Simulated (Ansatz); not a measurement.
`[SH][SbH2]` + `[OH][GaH2]` → `[GaH2][O][SbH2]` + H₂S at 700 K and 1 bar (ligand exchange at the Sb–S bond).

Program: Ansatz. Geometries: PBE0-D4/def2-TZVP. ΔE: electronic, gas phase. CCSD(T)/CBS is the MP2 limit (def2-TZVPP, def2-QZVPP) plus CCSD(T) − MP2 in def2-TZVPP, frozen cores. This one scheme is used for every species. Elements past krypton have def2 core potentials. For Ga, Sb outer-core shells are correlated without core-valence functions, which leaves a few kJ/mol of doubt a bond. Scalar relativity is left out up to krypton.

```json
{"species": "`[SH][SbH2]`", "CCSD(T)/CBS energy (Eh)": "-639.59431", "H − E (kJ/mol)": "103.3", "S (J/(mol·K))": "354.6"}
{"species": "`[OH][GaH2]`", "CCSD(T)/CBS energy (Eh)": "-2000.92981", "H − E (kJ/mol)": "111.5", "S (J/(mol·K))": "322.8"}
{"species": "`[GaH2][O][SbH2]`", "CCSD(T)/CBS energy (Eh)": "-2241.53579", "H − E (kJ/mol)": "143.0", "S (J/(mol·K))": "440.2"}
{"species": "H₂S", "CCSD(T)/CBS energy (Eh)": "-398.97279", "H − E (kJ/mol)": "64.8", "S (J/(mol·K))": "236.9"}
```

H − E and S are ideal-gas, rigid-rotor, harmonic terms from PBE0-D4/def2-TZVP, for one conformer and one mirror image of each species. 1 Eh = 2625.50 kJ/mol, R = 8.31446 J/(mol·K).

**Question.** By hand: ΔE, ΔH, ΔS and ΔG.

**Answer.** ΔE = (-2241.53579) + (-398.97279) − (-639.59431) − (-2000.92981) = 0.01554 Eh = 40.8 kJ/mol. Δ(H − E) = 143.0 + 64.8 − 103.3 − 111.5 = -7.0, so ΔH = 33.8 kJ/mol. ΔS = 440.2 + 236.9 − 354.6 − 322.8 = -0.3 J/(mol·K). ΔG = 33.8 − 700 × (-0.3)/1000 = 34.0 kJ/mol.

**Question.** By hand: the equilibrium constant, and the temperature at which ΔG would vanish if ΔH and ΔS stayed fixed.

**Answer.** log₁₀ K = −ΔG/(RT ln 10) = -2.5. ΔH and −TΔS have one sign here, so there is no such temperature. One of them is within its doubt of zero, so this could turn.

The number of gas molecules stays the same, so ΔS is small and ΔH decides. A doubt of 5 kJ/mol in ΔE shifts log₁₀ K by 0.4 here. Other conformers and mirror images would add mixing entropy, several J/(mol·K) or more a flexible species. Modes under 60 cm⁻¹, often nearly free rotors, make the harmonic entropy too high. These are equilibria of isolated gas molecules and say nothing of rates. Largest T1 diagnostic: 0.016 (customary marks: 0.02 for closed shells, 0.045 for open ones).
